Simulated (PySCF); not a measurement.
Geometry:
```
atom   x (Å)   y (Å)   z (Å)
  C1  -2.654  -1.146  -0.036
  C2  -2.042  -0.131  -0.630
  C3  -2.342   1.306  -0.359
  P4  -0.773  -0.390  -1.929
  C5   0.708  -0.137  -0.886
  C6   1.721  -1.087  -0.780
  C7   2.831  -0.785  -0.014
  C8   2.894   0.449   0.619
  C9   1.838   1.328   0.442
 N10   0.780   1.049  -0.297
 H11  -2.423  -2.174  -0.265
 H12  -3.422  -0.985   0.704
 H13  -2.763   1.769  -1.252
 H14  -1.415   1.828  -0.121
 H15  -3.045   1.413   0.464
 H16  -0.740  -1.786  -1.833
 H17   1.630  -2.036  -1.289
 H18   3.636  -1.499   0.092
 H19   3.742   0.720   1.229
 H20   1.836   2.305   0.910
```

Calculated, not measured (PySCF 2.14): GIAO PBE0/pcSseg-1 shieldings, structure optimised with GFN2-xTB. Relativity neglected, equivalent nuclei averaged, single conformer, no solvent.

Question: Predict the 2D correlation tables (HSQC, COSY, HMBC).

Answer: 

HSQC (one-bond C–H):
```tsv
δH	δC
8.83 (H20)	154.8 (C9)
7.76 (H18)	141.3 (C7)
7.60 (H17)	130.1 (C6)
7.18 (H19)	125.6 (C8)
5.64 (H12)	125.6 (C1)
5.61 (H11)	125.6 (C1)
2.74 (H13/H14/H15)	27.1 (C3)
```

COSY cross peaks (H two or three bonds apart, from the bond graph; peaks can be absent where the dihedral angle is near 90°):
```tsv
δH	δH
8.83 (H20)	7.18 (H19)
7.76 (H18)	7.60 (H17)
7.76 (H18)	7.18 (H19)
5.64 (H12)	5.61 (H11)
```

HMBC (two and three bonds, from the bond graph):
```tsv
δH	δC
8.83 (H20)	173.6 (C5), 141.3 (C7), 125.6 (C8)
7.76 (H18)	173.6 (C5), 154.8 (C9), 130.1 (C6), 125.6 (C8)
7.60 (H17)	173.6 (C5), 141.3 (C7), 125.6 (C8)
7.18 (H19)	154.8 (C9), 141.3 (C7), 130.1 (C6)
5.64 (H12)	155.0 (C2), 27.1 (C3)
5.61 (H11)	155.0 (C2), 27.1 (C3)
4.78 (H16)	173.6 (C5), 155.0 (C2), 130.1 (C6), 125.6 (C1), 27.1 (C3)
2.74 (H13/H14/H15)	155.0 (C2), 125.6 (C1)
```

References, each an isolated molecule treated in the same way: $^{1}$H and $^{13}$C vs TMS.

Short H···H contacts in this conformer between protons four or more bonds apart (candidates for NOE cross peaks, intensity ∝ r⁻⁶): H11···H16 2.33 Å, H12···H15 2.44 Å, H16···H17 2.44 Å.

Shifts are as computed. Against solution values, carbons near 30 ppm lie about +3 ppm off and those near 130 ppm about +5 ppm. Of 1211 compounds with measured shifts, 218 miss one by over three times the rms of a fit or turn the order of signals round; such compounds aren't used in these exercises.
